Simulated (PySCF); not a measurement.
**Fractional electron number in Sc²⁺ (scandium, charge +2)**

The 3d alpha orbital of [Ar] 3d1 is emptied in steps (occupation f), with all orbitals relaxed, ending at [Ar]. Computed with PySCF 2.14 in def2-TZVP, with the non-relativistic Hamiltonian (point nucleus). The exact energy is a straight line in f; departures are measured from the line between the end points of the same method.

Task: Among BHandHLYP, wB97X, CAM-B3LYP, which shows the largest delocalisation error (convex curve), and which is closest to linear?

Result: Most convex: CAM-B3LYP (-0.849 eV at f = 0.4); closest to linear: wB97X (-0.566 eV).

```
  f  BHandHLYP (eV)  wB97X (eV)  CAM-B3LYP (eV)
  1           0.000       0.000           0.000
0.8          -0.490      -0.370          -0.558
0.6          -0.737      -0.561          -0.843
0.4          -0.739      -0.566          -0.849
0.2          -0.494      -0.381          -0.570
  0           0.000       0.000           0.000
```

```csv
method,E(f=0) − E(f=1) (eV),−ε at f=1 (eV),−ε at f=0.4 (eV)
BHandHLYP,25.140,22.087,25.745
wB97X,24.994,22.703,25.439
CAM-B3LYP,25.413,21.957,26.090
```

Reference removal energy between the ground levels: 24.757 eV (measured; NIST Atomic Spectra Database, ionization energies). The calculation has no spin-orbit coupling.
